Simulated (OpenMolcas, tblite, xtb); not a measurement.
## SnHF3 (SMILES [F][SnH]([F])[F]): methods side by side

The species is SnHF3 (5 atoms), meant as a singlet with charge 0. SMILES: `[F][SnH]([F])[F]`. The shape is that of a PBE0-D4/def2-TZVP optimisation.

Quantity: the dipole moment, in D. The values are calculated.

| level | kind | program | value (D) | CPU time |
| --- | --- | --- | --- | --- |
| IPEA1-xTB | semi-empirical | tblite | 5.04 | under 2 s |
| GFN1-xTB | semi-empirical | tblite | 5.45 | under 2 s |
| GFN2-xTB | semi-empirical | xtb | 4.37 | under 2 s |
| GFN0-xTB | semi-empirical | xtb | 4.06 | under 2 s |
| HF/STO-3G | Hartree–Fock | OpenMolcas | 1.96 | 2.5 s |
| HF/3-21G | Hartree–Fock | OpenMolcas | 3.50 | 3 s |
| HF/def2-SVP (core potential) | Hartree–Fock | OpenMolcas | 3.80 | 4.7 s |
| HF/def2-TZVP (core potential) | Hartree–Fock | OpenMolcas | 3.64 | 42 s |
| BLYP/3-21G | GGA | OpenMolcas | 2.50 | 9.1 s |
| BP86/def2-SVP (core potential) | GGA | OpenMolcas | 3.03 | 15 s |

All-electron rows without a relativistic Hamiltonian named are non-relativistic, while core potentials hold scalar relativity, so basis and relativity change together. The values span 1.96 to 5.45 D. Sets without polarisation functions give poor dipoles. Without the sets that lack polarisation functions the rows with a basis span only 3.03 to 3.80 D. Times are those of the runs behind each value, whatever else they computed, on shared processors of several kinds: orders of magnitude only.
